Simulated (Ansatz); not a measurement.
```xyz
9

F     1.335   -1.269    0.537
Si    0.642   -0.201    1.473
F     0.480   -0.848    2.901
Cl    1.887    1.374    1.642
S    -1.271    0.284    0.769
Ge   -0.934    0.071   -1.424
Cl    0.583    1.442   -2.069
H    -0.457   -1.338   -1.773
H    -2.264    0.484   -2.056
```

Total charge 0; spin multiplicity 1.

(1) List the ωB97M-V/def2-TZVPP orbital energies in eV (Ansatz 0.2.0). (Best estimate.)

Results:

(1) Ansatz gave: Occupied: -10868.31, -2772.50, -2772.16, -2427.41, -1810.29, -1364.09, -1211.84, -1211.82, -1211.79, -678.34, -678.23, -262.91, -262.55, -221.43, -200.38, -200.26, -200.26, -200.03, -199.89, -199.88, -175.90, -164.51, -164.46, -164.37, -151.03, -125.20, -125.15, -125.06, -105.17, -105.16, -105.14, -38.00, -37.97, -37.89, -37.86, -37.83, -37.19, -36.67, -26.56, -25.96, -23.77, -19.25, -18.41, -17.33, -16.67, -16.56, -15.68, -15.30, -14.76, -13.78, -13.55, -13.11, -12.71, -12.29, -12.07, -11.49, -11.36, -10.53. Lowest empty: 0.87, 1.34, 1.88, 2.46, 2.59, 3.54, 3.81, 4.35.
